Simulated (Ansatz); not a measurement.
A calculation with Ansatz (development build ahead of 0.2.0).

```yaml
crystal:
  periodic: [false, false, false]
  atoms:
    - { symbol: H, position_ang: [-0.94516, -0.92361, -0.9369] }
    - { symbol: Li, position_ang: [-0.90949, -0.94376, 0.9099] }
    - { symbol: Li, position_ang: [-0.93507, 0.95267, -0.90595] }
    - { symbol: H, position_ang: [-0.9509, 0.94812, 0.90576] }
    - { symbol: Li, position_ang: [0.9456, -0.95692, -0.90846] }
    - { symbol: H, position_ang: [0.92868, -0.94674, 0.9476] }
    - { symbol: H, position_ang: [0.95536, 0.9272, -0.94496] }
    - { symbol: Li, position_ang: [0.91098, 0.94304, 0.93301] }
basis:
  gaussian: { orbitals: cc-pVDZ }
hamiltonian:
  xc: hf
correlation:
  method: mp2
  frozen_orbitals: { H: 0, Li: 0 }
```

The input is written out in the form of the current development build from the run's settings.

Output:

* Converged: yes
* Reference energy: -32.14492 hartree
* Correlation energy: -0.10938 hartree
* Total energy: -32.25429 hartree
* Spin squared of the determinant: 0.000
